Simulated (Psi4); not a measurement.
hydrogen selenide (H2Se), singlet, at a GFN2-xTB geometry, with bond 2-1 at 1.6 times its length; HF/6-31G* run with Psi4.

Psi4 was given this input:
```
memory 2 GB

molecule mol {
0 1
Se   -0.002122    0.055731   -0.001401
H    -1.585231   -1.612170    0.028969
H     1.063712   -0.908138    0.030069
}

set {
  basis 6-31g*
  reference rhf
  damping_percentage 50
}

energy('scf')
print_variables()
```

The log (banner, timings and long lists left out):

```
   => Loading Basis Set <=

    Name: 6-31G*
    Role: ORBITAL
    Keyword: BASIS

         ---------------------------------------------------------
                                   SCF
               by Justin Turney, Rob Parrish, Andy Simmonett
                          and Daniel G. A. Smith
                              RHF Reference
         ---------------------------------------------------------

  ==> Geometry <==

    Molecular point group: cs
    Full point group: Cs

    Geometry (in Angstrom), charge = 0, multiplicity = 1:

       Center              X                  Y                   Z               Mass
    ------------   -----------------  -----------------  -----------------  -----------------
         SE           0.032381581294    -0.006363014021     0.000000000000    79.916521800000
         H           -1.635758816616     1.576785052788     0.000000000000     1.007825032230
         H           -0.931971954763    -1.072223315895     0.000000000000     1.007825032230

  Running in cs symmetry.

  Rotational constants: A =      8.21159  B =      3.19849  C =      2.30188 [cm^-1]
  Rotational constants: A = 246177.22230  B =  95888.17460  C =  69008.68866 [MHz]
  Nuclear repulsion =   20.533701680044086

  Charge       = 0
  Multiplicity = 1
  Electrons    = 36
  Nalpha       = 18
  Nbeta        = 18

  ==> Algorithm <==

  SCF Algorithm Type is DF.
  DIIS enabled.
  MOM disabled.
  Fractional occupation disabled.
  Guess Type is SAD.
  Energy threshold   = 1.00e-06
  Density threshold  = 1.00e-06
  Integral threshold = 1.00e-12

  ==> Primary Basis <==

  Basis Set: 6-31G*
    Blend: 6-31G*
    Number of shells: 16
    Number of basis functions: 39
    Number of Cartesian functions: 39
    Spherical Harmonics?: false
    Max angular momentum: 2

   => Loading Basis Set <=

    Name: (6-31G* AUX)
    Role: JKFIT
    Keyword: DF_BASIS_SCF

  ==> Integral Setup <==

  SCF_SUBTYPE=INCORE selected. In-core MEM_DF algorithm will be used.
  Using in-core AOs.

  ==> MemDFJK: Density-Fitted J/K Matrices <==

    J tasked:                   Yes
    K tasked:                   Yes
    wK tasked:                   No
    Algorithm:                 Core
    Schwarz Cutoff:           1E-12
    Mask sparsity (%):       0.0000
    Fitting Condition:        1E-10

   => Auxiliary Basis Set <=

  Basis Set: (6-31G* AUX)
    Blend: CC-PVDZ-JKFIT
    Number of shells: 65
    Number of basis functions: 259
    Number of Cartesian functions: 259
    Spherical Harmonics?: false
    Max angular momentum: 3

  Minimum eigenvalue in the overlap matrix is 6.7866532584E-04.
  Reciprocal condition number of the overlap matrix is 1.3298330951E-04.
    Using symmetric orthogonalization.

  ==> Pre-Iterations <==

  SCF Guess: Superposition of Atomic Densities via on-the-fly atomic UHF (no occupation information).

   -------------------------
    Irrep   Nso     Nmo
   -------------------------
     A'        29      29
     A"        10      10
   -------------------------
    Total      39      39
   -------------------------

  ==> Iterations <==

                           Total Energy        Delta E     RMS |[F,P]|

   @DF-RHF iter SAD: -2396.78728409420228   -2.39679e+03   0.00000e+00
   @DF-RHF iter   1: -2399.25950220258028   -2.47222e+00   6.16799e-02 ADIIS/DIIS
   @DF-RHF iter   2: -2399.63856677600143   -3.79065e-01   4.51429e-02 ADIIS/DIIS/DAMP=50%
   @DF-RHF iter   3: -2393.63353613681147    6.00503e+00   9.74809e-03 ADIIS/DIIS/DAMP=50%
   @DF-RHF iter   4: -2398.96143715045537   -5.32790e+00   1.50090e-02 ADIIS/DIIS/DAMP=50%
   @DF-RHF iter   5: -2398.14286254446097    8.18575e-01   5.98495e-03 ADIIS/DIIS/DAMP=50%
   @DF-RHF iter   6: -2398.91352473432789   -7.70662e-01   3.25235e-03 ADIIS/DIIS/DAMP=50%
   @DF-RHF iter   7: -2399.53653117566500   -6.23006e-01   2.53475e-03 ADIIS/DIIS/DAMP=50%
   @DF-RHF iter   8: -2399.72756485331956   -1.91034e-01   1.92512e-03 ADIIS/DIIS/DAMP=50%
[...]
   @DF-RHF iter  72: -2399.95777666174490   -9.92980e-05   5.05441e-05 DIIS/DAMP=50%
   @DF-RHF iter  73: -2399.95783822831481   -6.15666e-05   5.09317e-05 DIIS/DAMP=50%
   @DF-RHF iter  74: -2399.95786309355344   -2.48652e-05   5.41043e-05 DIIS/DAMP=50%
   @DF-RHF iter  75: -2399.95803222322456   -1.69130e-04   5.32390e-05 DIIS/DAMP=50%
   @DF-RHF iter  76: -2399.95805429641769   -2.20732e-05   4.29821e-05 DIIS/DAMP=50%
   @DF-RHF iter  77: -2399.95818183597703   -1.27540e-04   5.12199e-05 DIIS/DAMP=50%
   @DF-RHF iter  78: -2399.95774785022149    4.33986e-04   6.24063e-05 DIIS/DAMP=50%
   @DF-RHF iter  79: -2399.95787984319395   -1.31993e-04   5.75961e-05 DIIS/DAMP=50%
   @DF-RHF iter  80: -2399.95784211552564    3.77277e-05   6.54270e-05 DIIS/DAMP=50%
   @DF-RHF iter  81: -2399.95786232091950   -2.02054e-05   6.89332e-05 DIIS/DAMP=50%
   @DF-RHF iter  82: -2399.95799966837012   -1.37347e-04   7.29583e-05 DIIS/DAMP=50%
   @DF-RHF iter  83: -2399.95794020414178    5.94642e-05   8.70562e-05 DIIS/DAMP=50%
   @DF-RHF iter  84: -2399.95781344473653    1.26759e-04   1.07050e-04 ADIIS/DIIS/DAMP=50%
   @DF-RHF iter  85: -2399.95752384288198    2.89602e-04   1.17295e-04 ADIIS/DIIS/DAMP=50%
   @DF-RHF iter  86: -2399.95777506436525   -2.51221e-04   1.01123e-04 ADIIS/DIIS/DAMP=50%
   @DF-RHF iter  87: -2399.95821554859822   -4.40484e-04   1.00419e-04 ADIIS/DIIS/DAMP=50%
   @DF-RHF iter  88: -2399.95776577107563    4.49778e-04   1.47120e-04 ADIIS/DIIS/DAMP=50%
   @DF-RHF iter  89: -2399.95770319801522    6.25731e-05   1.58521e-04 ADIIS/DIIS/DAMP=50%
   @DF-RHF iter  90: -2399.95761260536119    9.05927e-05   1.45022e-04 ADIIS/DIIS/DAMP=50%
   @DF-RHF iter  91: -2399.95775071070466   -1.38105e-04   1.26216e-04 ADIIS/DIIS/DAMP=50%
   @DF-RHF iter  92: -2399.95730540586965    4.45305e-04   1.33629e-04 ADIIS/DIIS/DAMP=50%
   @DF-RHF iter  93: -2399.95773271744019   -4.27312e-04   7.00869e-05 DIIS/DAMP=50%
   @DF-RHF iter  94: -2399.95760998546757    1.22732e-04   6.41106e-05 DIIS/DAMP=50%
   @DF-RHF iter  95: -2399.95765104487964   -4.10594e-05   4.99612e-05 DIIS/DAMP=50%
   @DF-RHF iter  96: -2399.95793293451561   -2.81890e-04   4.15029e-05 DIIS/DAMP=50%
   @DF-RHF iter  97: -2399.95778208088905    1.50854e-04   3.11462e-05 DIIS/DAMP=50%
   @DF-RHF iter  98: -2399.95780362011874   -2.15392e-05   3.13447e-05 DIIS/DAMP=50%
   @DF-RHF iter  99: -2399.95782280711910   -1.91870e-05   4.60493e-05 DIIS/DAMP=50%
   @DF-RHF iter 100: -2399.95772418817160    9.86189e-05   6.62259e-05 DIIS/DAMP=50%

PsiException: Could not converge SCF iterations in 100 iterations.

  Failed to converge.

Traceback (most recent call last):
  File "psi4", line 375, in <module>
  File "<string>", line 25, in <module>
  File "site-packages/psi4/driver/driver.py", line 533, in energy
  File "site-packages/psi4/driver/procrouting/proc.py", line 2760, in run_scf
  File "site-packages/psi4/driver/procrouting/proc.py", line 2047, in scf_helper
  File "site-packages/psi4/driver/procrouting/scf_proc/scf_iterator.py", line 93, in scf_compute_energy
  File "site-packages/psi4/driver/procrouting/scf_proc/scf_iterator.py", line 86, in scf_compute_energy
  File "site-packages/psi4/driver/procrouting/scf_proc/scf_iterator.py", line 609, in scf_iterate

psi4.driver.p4util.exceptions.SCFConvergenceError: Could not converge SCF iterations in 100 iterations.

Printing out the relevant lines from the Psithon --> Python processed input file:
    ""","mol")
    core.IO.set_default_namespace("mol")
    core.set_global_option("BASIS", "6-31g*")
    core.set_global_option("REFERENCE", "rhf")
    core.set_global_option("DAMPING_PERCENTAGE", 50)
--> energy('scf')
    print_variables()

!-------------------------------------------------------!
!                                                       !
!  Could not converge SCF iterations in 100 iterations. !
!                                                       !
!-------------------------------------------------------!
```

The run did not converge; its last values are not results.
